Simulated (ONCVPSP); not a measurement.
# Reading a pseudo-wave (As)

Columns: radius, all-electron u(r) and pseudo u(r) of the 4p shell (level -5.36 eV) of arsenic in the configuration [Ar] 3d10 4s1.75 4p3.25; PBE, scalar-relativistic, ONCV scheme, ONCVPSP 4.0.1.

```csv
r (bohr),all-electron,pseudo
0.088,0.1650,0.0022
0.175,0.0880,0.0088
0.262,-0.0980,0.0200
0.350,-0.2348,0.0364
0.438,-0.2828,0.0586
0.525,-0.2582,0.0864
0.612,-0.1879,0.1203
0.700,-0.0920,0.1605
0.788,0.0130,0.2060
0.875,0.1162,0.2552
0.962,0.2134,0.3071
1.050,0.3024,0.3608
1.138,0.3807,0.4142
1.225,0.4475,0.4649
1.312,0.5039,0.5118
1.400,0.5511,0.5541
1.487,0.5888,0.5896
1.575,0.6187,0.6188
1.662,0.6409,0.6409
1.750,0.6567,0.6567
1.838,0.6667,0.6667
1.925,0.6715,0.6715
2.012,0.6719,0.6719
2.100,0.6685,0.6685
2.188,0.6619,0.6619
2.275,0.6527,0.6527
```

**Question.** How many radial nodes do the two functions have?

**Answer.** The all-electron 4p function has n − l − 1 = 2; the pseudo-wave has 0, since the states of the same l below it are removed with the core.

**Question.** At about which radius was the pseudo-wave matched?

**Answer.** 1.75 bohr. The columns agree to 0.0005 from 1.57 bohr on; several derivatives are matched, so the curves merge somewhat inside the radius.

**Question.** Where does each function peak?

**Answer.** Outermost all-electron maximum near 2.01 bohr, pseudo maximum near 2.01 bohr (to the table’s step).

**Question.** Is the pseudo-wave norm-conserving?

**Answer.** Yes: the ONCV scheme keeps the norm inside the radius equal to the all-electron one, which fixes the energy derivative of the logarithmic derivative at the level.
